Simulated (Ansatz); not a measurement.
Reaction (ligand exchange at a B–O bond): `[SiH3]OB(S)Cl` + HCl → `SB(Cl)Cl` + `O[SiH3]`

Isolated molecules relaxed with PBE0-D4/def2-TZVP in Ansatz; ΔE leaves out vibrations. CCSD(T)/CBS is the MP2 limit (def2-TZVPP, def2-QZVPP) plus CCSD(T) − MP2 in def2-TZVPP, frozen cores. This one scheme is used for every species. DFT in def2-TZVPP. B3LYP here is the variant with VWN-RPA as its local correlation; programs differ in this. HSE06 is defined as in plane-wave codes. Each species was taken in one conformer, which may not be the lowest.

```csv
level,ΔE (kJ/mol),difference from CCSD(T)/CBS
LDA (SPW92),42.7,-4.0
PBE-D4,37.5,-9.2
revPBE-D4,37.3,-9.4
BLYP-D4,47.0,0.3
r2SCAN-D4,43.1,-3.6
B97M-V,44.5,-2.2
PBE0-D4,42.1,-4.6
r2SCANh-D4,44.2,-2.5
r2SCAN0-D4,45.7,-1.0
BHLYP-D4,55.5,8.8
CAM-B3LYP-D4,53.8,7.1
ωB97M-V,46.2,-0.5
B2PLYP,45.4,-1.3
PBE,34.4,-12.3
revPBE,31.3,-15.4
BLYP,41.3,-5.4
r2SCAN,41.9,-4.8
PBE0,39.1,-7.6
B3LYP,45.4,-1.3
r2SCAN0,44.3,-2.4
HSE06,38.9,-7.8
BHLYP,51.5,4.8
CAM-B3LYP,50.6,3.9
LC-ωPBE,44.1,-2.6
RPA@PBE/def2-TZVPP,47.9,1.2
HF/def2-SVP,62.4,15.7
MP2/def2-SVP,48.7,2.0
CCSD/def2-SVP,53.3,6.6
CCSD(T)/def2-SVP,52.0,5.3
HF/def2-TZVPP,58.3,11.6
MP2/def2-TZVPP,42.5,-4.2
SCS-MP2/def2-TZVPP,45.7,-1.0
CCSD/def2-TZVPP,50.8,4.1
CCSD(T)/def2-TZVPP,48.4,1.7
HF/def2-QZVPP,59.8,13.1
MP2/def2-QZVPP,42.0,-4.7
SCS-MP2/def2-QZVPP,45.3,-1.4
HF/CBS(def2),60.0,13.3
MP2/CBS(def2),40.7,-6.0
CCSD/CBS(def2),49.0,2.3
CCSD(T)/CBS,46.7,0
```

Largest T1 diagnostic among the species: 0.012.

In def2-TZVPP, CCSD(T) changes the Hartree–Fock value by −9.9 kJ/mol (the triples alone add −2.3 kJ/mol) and MP2 by −15.9 kJ/mol. At CCSD(T), def2-SVP lies +5.3 kJ/mol from the extrapolated value and def2-TZVPP +1.7 kJ/mol.
